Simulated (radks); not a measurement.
Yb I, 70 electrons, occupied as [Xe] 4f14 6s2. Calculated with a radial shooting solver on a logarithmic mesh with Libxc functionals: scalar-relativistic Kohn-Sham, r2SCAN, spin-unpolarised, spherical densities, finite nucleus; meta-GGA in the generalised Kohn-Sham scheme; Fermi nuclear charge, rms radius 5.3108 fm. Some entries of the table are withheld. Estimate them.

orbital  occ.  eigenvalue (Ry)  <1/r> (bohr^-1)
1s          2        -4506.396            80.62
2s          2        -765.2680            18.81
2p          6        -674.2559            17.26
3s          2        -173.1529            6.962
3p          6        -145.5810            6.474
3d         10        -111.9727            6.122
4s          2              (1)            2.929
4p          6        -25.33899            2.675
4d         10        -13.31752            2.364
5s          2         -4.15712            1.093
5p          6         -2.09184           0.9016
6s          2         -0.29468           0.3123
4f         14              (2)            1.732

Answer. 
(1) 4s eigenvalue (Ry): -34.42829
(2) 4f eigenvalue (Ry): -0.21993
